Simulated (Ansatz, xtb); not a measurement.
## Two isomers of C6H11N

We compare a, `N[C@@H]1[C@H]2CCC[C@@H]12`, a singlet, with b, `C=C[C@@H]1CC[C@H]1N`, a singlet. Both are isolated molecules in the gas phase, relaxed with PBE0-D3(BJ)/def2-SVP; the shapes shown needn't be the lowest conformers.

a (Å):

```xyz
18

C    -0.4540    1.1420    1.6653
C    -1.4146    1.2155    0.5024
C    -0.8544    1.0113   -0.8989
C    -0.7836   -0.5132   -1.0773
C    -0.5474   -1.0784    0.3321
C    -1.2162   -0.0791    1.2685
N    -0.7167    1.7492    2.9328
H    -1.6560    1.5249    3.2521
H    -0.6674    2.7640    2.8606
H     0.6129    1.1481    1.3991
H    -2.3261    1.8057    0.6420
H     0.1502    1.4619   -0.9855
H    -1.4813    1.4901   -1.6658
H    -1.7557   -0.8755   -1.4508
H    -0.0203   -0.8309   -1.8052
H    -0.9666   -2.0891    0.4477
H     0.5310   -1.1566    0.5514
H    -1.9847   -0.4380    1.9615
```

b (Å):

```yaml
atoms:
  - { symbol: C, position_ang: [-3.3324, -1.0092, 2.0401] }
  - { symbol: C, position_ang: [-2.0281, -0.9968, 1.7536] }
  - { symbol: C, position_ang: [-1.4302, -0.5766, 0.4620] }
  - { symbol: C, position_ang: [-0.3031, -1.4059, -0.1916] }
  - { symbol: C, position_ang: [0.3514, -0.0932, -0.6558] }
  - { symbol: C, position_ang: [-0.4352, 0.6325, 0.4449] }
  - { symbol: N, position_ang: [-0.8567, 1.9788, 0.2079] }
  - { symbol: H, position_ang: [-3.7015, -1.3033, 3.0262] }
  - { symbol: H, position_ang: [-4.0811, -0.7290, 1.2917] }
  - { symbol: H, position_ang: [-1.3118, -1.2911, 2.5336] }
  - { symbol: H, position_ang: [-2.2238, -0.3747, -0.2792] }
  - { symbol: H, position_ang: [-0.5929, -2.1457, -0.9516] }
  - { symbol: H, position_ang: [0.3054, -1.9142, 0.5734] }
  - { symbol: H, position_ang: [1.4480, -0.0093, -0.6521] }
  - { symbol: H, position_ang: [-0.0174, 0.2066, -1.6507] }
  - { symbol: H, position_ang: [0.1485, 0.6095, 1.3823] }
  - { symbol: H, position_ang: [-1.3910, 2.3382, 0.9964] }
  - { symbol: H, position_ang: [-1.4650, 2.0254, -0.6078] }
```

Quicker runs give these differences E(b) − E(a): GFN2-xTB +0.828 eV; HF/STO-3G +1.158 eV (at GFN2-xTB geometries); r2SCAN-D4/def2-SVP +0.607 eV (at GFN2-xTB geometries).

**Question.** Estimate E(b) − E(a) at the level CCSD(T)/def2-SVP + ΔMP2/def2-TZVPP.

**Answer.** Calculated at CCSD(T)/def2-SVP + ΔMP2/def2-TZVPP: E(b) − E(a) = +0.355 eV, so structure a lies lower.

The same difference at several levels:

```
                             level              geometry  E(b) − E(a) (eV)  departure from the last row (eV)  job, with rough time for the two
                          GFN2-xTB              GFN2-xTB              +0.828                            +0.473              optimisation, 0.25 s
                         HF/STO-3G              GFN2-xTB              +1.158                            +0.803               single point, 0.4 s
                r2SCAN-D4/def2-SVP              GFN2-xTB              +0.607                            +0.251                 single point, 4 s
              PBE0-D3(BJ)/def2-SVP  PBE0-D3(BJ)/def2-SVP              +0.619                            +0.264                optimisation, 58 s
                       HF/def2-SVP  PBE0-D3(BJ)/def2-SVP              +0.363                            +0.008           part of the CCSD(T) run
                      MP2/def2-SVP  PBE0-D3(BJ)/def2-SVP              +0.583                            +0.227           part of the CCSD(T) run
                  CCSD(T)/def2-SVP  PBE0-D3(BJ)/def2-SVP              +0.448                            +0.093                      single point
CCSD(T)/def2-SVP + ΔMP2/def2-TZVPP  PBE0-D3(BJ)/def2-SVP              +0.355                                                  single point, 95 s
```

As drawn, b has 1 C=C in place of 2 C–C. Structure a has a 3-membered ring and a 5-membered ring, b a 4-membered ring.

None of the levels shown reverses the order. The largest departure from CCSD(T)/def2-SVP + ΔMP2/def2-TZVPP is that of HF/STO-3G, 0.803 eV. The last row adds to CCSD(T) the change of the MP2 difference between the two basis sets, here −0.093 eV.

With thermal terms from frequencies at re-optimised GFN2-xTB minima (ideal gas, soft modes damped towards free rotors, one conformer each, 298.15 K, 1 atm): on the last row, ΔE + ΔZPE = +0.284, ΔH = +0.310, ΔG = +0.241 eV.

The correlated steps freeze 7 core orbitals. Programs: Ansatz 0.2.0, xtb 6.7.1; the last row on 4 threads of Arm Neoverse V1 on a shared host.
